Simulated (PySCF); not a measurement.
Problem. What does the PBE0-D3(BJ)/def2-SVP structure of `[NH3+][GaH2-][S][SiH3]` look like in three dimensions?

Solution. 
```
atom  x, y, z in Å
N1    -1.7334    0.3105    0.3324
Ga2   -0.5462   -1.4195   -0.0493
S3     1.2358   -0.7450    1.2093
Si4    1.9949    0.6590   -0.1896
H5    -1.9018    0.3874    1.3358
H6    -2.6328    0.3464   -0.1480
H7    -1.1907    1.1304    0.0536
H8    -0.3414   -1.2787   -1.6033
H9    -1.3808   -2.5477    0.6523
H10    2.5016    0.0370   -1.4504
H11    3.0987    1.4394    0.4461
H12    0.9368    1.6528   -0.5986
```

Orientation and origin are arbitrary. Atoms count from 1 in this order. N1 (nitrogen bonded to Ga and 3 H) is distorted tetrahedral (angles from 107.2° to 115.8°). Of the pairs four or more bonds apart, H7···H12 is among the closest relative to their van der Waals radii: 2.29 Å, 95 % of the sum of Bondi's values. Si4 (SiH3 silicon) is distorted tetrahedral (angles from 106.5° to 113.7°). S3 (sulfur bonded to Ga and Si) is bent (angle 96.4°).

Bonds between heavy atoms (Å): N1–Ga2 2.133, Ga2–S3 2.284, S3–Si4 2.122.

Level of theory: PBE0-D3(BJ)/def2-SVP geometry optimisation, gas phase in PySCF.

Point group: C1 (no symmetry element, even within 0.4 Å). No PBE0-D3(BJ)/def2-SVP frequencies stand behind this structure, so it isn't proved a minimum. One conformer, not necessarily the lowest (N1–Ga2–S3–Si4 -77°).

Hardware: one thread, Arm Neoverse N1 (aarch64), no GPU, shared host with 64 logical CPUs at a one-minute load of 35. Cost: 2.9 min wall, 0.52 GiB resident at most. That covers the optimisation of the geometry.
